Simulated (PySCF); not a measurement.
Cl4Te, SMILES Cl[Te+](Cl)(Cl)Cl, charge +1, multiplicity 2. Atoms are numbered in the order given.

```xyz
5

Te     0.0000     0.0000    -0.2083
Cl     0.0000    -2.3046    -0.9504
Cl     0.0000     2.3046    -0.9504
Cl    -1.7928     0.0000     1.2689
Cl     1.7928     0.0000     1.2689
```
Charge +1, spin multiplicity 2.

Geometry: B3LYP-D3(BJ)/def2-SVP. The def2 effective core potentials stand for the cores of Te; spin–orbit coupling is left out.

Calculation: M06-2X/def2-TZVP (PySCF).

ESP charges are fitted to the potential on shells at 1.4 to 2.0 van der Waals radii. Atomic charges (e):

| atom | Löwdin | ESP fit | Mulliken | Mulliken spin |
|---|---|---|---|---|
| Te1 | 0.53 | 0.37 | 1.02 | 0.14 |
| Cl2 | 0.09 | 0.17 | -0.01 | 0.39 |
| Cl3 | 0.09 | 0.17 | -0.01 | 0.39 |
| Cl4 | 0.14 | 0.15 | 0.00 | 0.04 |
| Cl5 | 0.14 | 0.15 | 0.00 | 0.04 |

Q: Give the Mayer and Wiberg (Löwdin basis) orders of the bonds. (An estimate is asked for; the answer gives what the named calculation found.)

A: 
```json
[
 {"bond": "Te1–Cl2", "Mayer": "1.00", "Wiberg": "1.43"},
 {"bond": "Te1–Cl3", "Mayer": "1.00", "Wiberg": "1.43"},
 {"bond": "Te1–Cl4", "Mayer": "1.21", "Wiberg": "1.61"},
 {"bond": "Te1–Cl5", "Mayer": "1.21", "Wiberg": "1.61"}
]
```
